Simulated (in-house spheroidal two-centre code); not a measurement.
Computed with a spheroidal two-centre code. Model: one electron and two fixed point charges, non-relativistic, separated in prolate spheroidal coordinates (energies exact to about nine digits).

With r1 and r2 the distances to the charges and R their separation, ξ = (r1 + r2)/R and η = (r1 − r2)/R; m is the angular momentum about the axis. The force apart is −d(total energy)/dR, and minima and barriers are those of the total energy. The separation constant A is the eigenvalue of −d/dη(1−η²)d/dη + m²/(1−η²) − p²η² − R(Z2−Z1)η, with p² = −E R²/2 and E the electronic energy.

Command:
```bash
python run_two.py task.json out
```
Settings:
```
Z1                     1
Z2                     1
xi_nodes               1
eta_nodes              2
m                      0
```

Cost of the run: 1.4 s on 1 thread of Intel(R) Xeon(R) Processor @ 2.30GHz, on a shared host.

**Energy curve, total energy includes the repulsion of the charges.**

Given: first charge 1; second charge 1; united atom label 4d sigma g; nodes in ξ 1; nodes in η 2.

Computed: united atom energy -0.125 hartree; innermost minimum distance 17.849 bohr; innermost minimum curvature 0.00015128 hartree/bohr²; innermost barrier distance 43.477 bohr; innermost barrier curvature -1.8028e-06 hartree/bohr².

```json
{"distance (bohr)": "0.536", "electronic energy (hartree)": "-0.125347521", "total energy (hartree)": "1.74032412", "kinetic energy (hartree)": "0.12605", "force apart (hartree/bohr)": "3.482"}
{"distance (bohr)": "0.718", "electronic energy (hartree)": "-0.125631476", "total energy (hartree)": "1.26712618", "kinetic energy (hartree)": "0.12693", "force apart (hartree/bohr)": "1.9416"}
{"distance (bohr)": "0.962", "electronic energy (hartree)": "-0.126159094", "total energy (hartree)": "0.913341946", "kinetic energy (hartree)": "0.12859", "force apart (hartree/bohr)": "1.0831"}
{"distance (bohr)": "1.29", "electronic energy (hartree)": "-0.127166564", "total energy (hartree)": "0.648027234", "kinetic energy (hartree)": "0.13187", "force apart (hartree/bohr)": "0.60457"}
{"distance (bohr)": "1.73", "electronic energy (hartree)": "-0.129153976", "total energy (hartree)": "0.448880706", "kinetic energy (hartree)": "0.13858", "force apart (hartree/bohr)": "0.33957"}
{"distance (bohr)": "2.32", "electronic energy (hartree)": "-0.133175395", "total energy (hartree)": "0.297859088", "kinetic energy (hartree)": "0.15216", "force apart (hartree/bohr)": "0.19398"}
{"distance (bohr)": "3.1", "electronic energy (hartree)": "-0.140571915", "total energy (hartree)": "0.18200873", "kinetic energy (hartree)": "0.17212", "force apart (hartree/bohr)": "0.11424"}
{"distance (bohr)": "4.16", "electronic energy (hartree)": "-0.150000809", "total energy (hartree)": "0.0903838067", "kinetic energy (hartree)": "0.17811", "force apart (hartree/bohr)": "0.064542"}
{"distance (bohr)": "5.57", "electronic energy (hartree)": "-0.155116031", "total energy (hartree)": "0.0244171827", "kinetic energy (hartree)": "0.16068", "force apart (hartree/bohr)": "0.033231"}
{"distance (bohr)": "7.46", "electronic energy (hartree)": "-0.153157842", "total energy (hartree)": "-0.0191095849", "kinetic energy (hartree)": "0.13458", "force apart (hartree/bohr)": "0.015479"}
{"distance (bohr)": "10", "electronic energy (hartree)": "-0.144539325", "total energy (hartree)": "-0.0445393253", "kinetic energy (hartree)": "0.10506", "force apart (hartree/bohr)": "0.0060522"}
{"distance (bohr)": "12.5", "electronic energy (hartree)": "-0.134363219", "total energy (hartree)": "-0.0543632193", "kinetic energy (hartree)": "0.083543", "force apart (hartree/bohr)": "0.0023344"}
{"distance (bohr)": "15", "electronic energy (hartree)": "-0.124600848", "total energy (hartree)": "-0.0579341814", "kinetic energy (hartree)": "0.069065", "force apart (hartree/bohr)": "0.00074202"}
{"distance (bohr)": "17.5", "electronic energy (hartree)": "-0.115953851", "total energy (hartree)": "-0.0588109942", "kinetic energy (hartree)": "0.059797", "force apart (hartree/bohr)": "5.6367e-05"}
{"distance (bohr)": "20", "electronic energy (hartree)": "-0.10855064", "total energy (hartree)": "-0.0585506396", "kinetic energy (hartree)": "0.054166", "force apart (hartree/bohr)": "-0.00021921"}
{"distance (bohr)": "22.5", "electronic energy (hartree)": "-0.102320285", "total energy (hartree)": "-0.0578758411", "kinetic energy (hartree)": "0.051164", "force apart (hartree/bohr)": "-0.00029829"}
{"distance (bohr)": "25", "electronic energy (hartree)": "-0.0971382588", "total energy (hartree)": "-0.0571382588", "kinetic energy (hartree)": "0.05011", "force apart (hartree/bohr)": "-0.00028111"}
{"distance (bohr)": "27.5", "electronic energy (hartree)": "?", "total energy (hartree)": "?", "kinetic energy (hartree)": "?", "force apart (hartree/bohr)": "?"}
{"distance (bohr)": "30", "electronic energy (hartree)": "-0.0893692581", "total energy (hartree)": "-0.0560359247", "kinetic energy (hartree)": "0.051426", "force apart (hartree/bohr)": "-0.00015368"}
{"distance (bohr)": "32.5", "electronic energy (hartree)": "-0.0864972322", "total energy (hartree)": "-0.0557280014", "kinetic energy (hartree)": "0.052636", "force apart (hartree/bohr)": "-9.5151e-05"}
{"distance (bohr)": "35", "electronic energy (hartree)": "-0.0841177319", "total energy (hartree)": "-0.0555463034", "kinetic energy (hartree)": "0.053691", "force apart (hartree/bohr)": "-5.3004e-05"}
{"distance (bohr)": "37.5", "electronic energy (hartree)": "-0.0821168373", "total energy (hartree)": "-0.0554501706", "kinetic energy (hartree)": "0.05447", "force apart (hartree/bohr)": "-2.6141e-05"}
{"distance (bohr)": "40", "electronic energy (hartree)": "-0.0804062601", "total energy (hartree)": "-0.0554062601", "kinetic energy (hartree)": "0.054986", "force apart (hartree/bohr)": "-1.0494e-05"}
{"distance (bohr)": "42.5", "electronic energy (hartree)": "-0.0789211557", "total energy (hartree)": "-0.0553917439", "kinetic energy (hartree)": "0.055305", "force apart (hartree/bohr)": "-2.0331e-06"}
{"distance (bohr)": "45", "electronic energy (hartree)": "-0.0776148256", "total energy (hartree)": "-0.0553926034", "kinetic energy (hartree)": "0.055492", "force apart (hartree/bohr)": "2.202e-06"}
{"distance (bohr)": "47.5", "electronic energy (hartree)": "?", "total energy (hartree)": "?", "kinetic energy (hartree)": "?", "force apart (hartree/bohr)": "?"}
{"distance (bohr)": "50", "electronic energy (hartree)": "-0.0754120572", "total energy (hartree)": "-0.0554120572", "kinetic energy (hartree)": "0.05565", "force apart (hartree/bohr)": "4.7497e-06"}
{"distance (bohr)": "52.5", "electronic energy (hartree)": "-0.0744716818", "total energy (hartree)": "-0.0554240628", "kinetic energy (hartree)": "0.055675", "force apart (hartree/bohr)": "4.7855e-06"}
{"distance (bohr)": "55", "electronic energy (hartree)": "-0.0736175669", "total energy (hartree)": "-0.0554357487", "kinetic energy (hartree)": "0.055685", "force apart (hartree/bohr)": "4.5332e-06"}
{"distance (bohr)": "57.5", "electronic energy (hartree)": "-0.0728379388", "total energy (hartree)": "-0.0554466344", "kinetic energy (hartree)": "0.055686", "force apart (hartree/bohr)": "4.1652e-06"}
{"distance (bohr)": "60", "electronic energy (hartree)": "-0.072123218", "total energy (hartree)": "-0.0554565513", "kinetic energy (hartree)": "0.055683", "force apart (hartree/bohr)": "3.7678e-06"}
{"distance (bohr)": "70.6", "electronic energy (hartree)": "-0.0696527725", "total energy (hartree)": "-0.0554884665", "kinetic energy (hartree)": "0.055655", "force apart (hartree/bohr)": "2.3539e-06"}
{"distance (bohr)": "83", "electronic energy (hartree)": "-0.0675592424", "total energy (hartree)": "-0.0555110497", "kinetic energy (hartree)": "0.055626", "force apart (hartree/bohr)": "1.388e-06"}
{"distance (bohr)": "97.7", "electronic energy (hartree)": "-0.0657619896", "total energy (hartree)": "-0.055526575", "kinetic energy (hartree)": "0.055604", "force apart (hartree/bohr)": "7.9186e-07"}
{"distance (bohr)": "115", "electronic energy (hartree)": "-0.0642325525", "total energy (hartree)": "-0.0555369004", "kinetic energy (hartree)": "0.055588", "force apart (hartree/bohr)": "4.4313e-07"}
{"distance (bohr)": "135", "electronic energy (hartree)": "-0.0629509724", "total energy (hartree)": "-0.055543565", "kinetic energy (hartree)": "0.055577", "force apart (hartree/bohr)": "2.4689e-07"}
{"distance (bohr)": "159", "electronic energy (hartree)": "-0.0618372803", "total energy (hartree)": "-0.0555479721", "kinetic energy (hartree)": "0.055569", "force apart (hartree/bohr)": "1.3444e-07"}
{"distance (bohr)": "187", "electronic energy (hartree)": "-0.060898361", "total energy (hartree)": "-0.0555507674", "kinetic energy (hartree)": "0.055564", "force apart (hartree/bohr)": "7.2971e-08"}
{"distance (bohr)": "220", "electronic energy (hartree)": "-0.0600980033", "total energy (hartree)": "-0.0555525488", "kinetic energy (hartree)": "0.055561", "force apart (hartree/bohr)": "3.9295e-08"}
```

**Question.** What belongs in the row 27.5?

**Answer.** electronic energy (hartree): -0.0928684327; total energy (hartree): -0.0565047963; kinetic energy (hartree): 0.050403; force apart (hartree/bohr): -0.00022189.

**Question.** What belongs in the row 47.5?

**Answer.** electronic energy (hartree): -0.0764534545; total energy (hartree): -0.0554008229; kinetic energy (hartree): 0.055595; force apart (hartree/bohr): 4.0942e-06.

**Question.** What is the innermost minimum total energy?

**Answer.** -0.058821 hartree.

**Question.** What is the innermost barrier total energy?

**Answer.** -0.055391 hartree.

**Where the electron sits, z along the axis from the midpoint, the separation constant A tends to l(l+1) at zero distance; at short distance the term in R(Z2−Z1)η can raise or lower it, and at long distance it falls (p² = -ER²/2).**

| distance (bohr) | mean z squared (bohr²) | mean squared distance from axis (bohr²) | separation constant |
| --- | --- | --- | --- |
| 0.4 | 65.754 | 59.818 | 5.9948 |
| 0.718 | 65.197 | 59.403 | 5.983 |
| 1.29 | ? | ? | ? |
| 2.32 | 56.532 | 52.707 | 5.8136 |
| 4.16 | ? | ? | ? |
| 7.46 | 36.919 | 48.414 | 3.9808 |
| 12.5 | 36.551 | 74.567 | 1.7874 |
| 17.5 | 49.489 | 99.703 | -0.26945 |
| 22.5 | 82.761 | 117.99 | -2.7461 |
| 27.5 | 143.22 | 126.47 | -6.2454 |
| 32.5 | 228.92 | 127.17 | -11.263 |
| 37.5 | 328.71 | 125.85 | -17.963 |
| 42.5 | 437.3 | 125.12 | -26.267 |
| 47.5 | 555.27 | 124.97 | -36.074 |
| 52.5 | 684 | 125.06 | -47.328 |
| 57.5 | 824.31 | 125.21 | -60.003 |
| 70.6 | 1249.1 | 125.52 | -99.878 |
| 97.7 | 2395.8 | 125.8 | -212.8 |
| 135 | 4570.5 | 125.92 | -435.11 |
| 187 | 8760 | 125.97 | -874.11 |

**Question.** What belongs in the row 1.29?

**Answer.** mean z squared (bohr²): 63.293; mean squared distance from axis (bohr²): 57.964; separation constant: 5.9447.

**Question.** What belongs in the row 4.16?

**Answer.** mean z squared (bohr²): 42.609; mean squared distance from axis (bohr²): 42.65; separation constant: 5.3382.
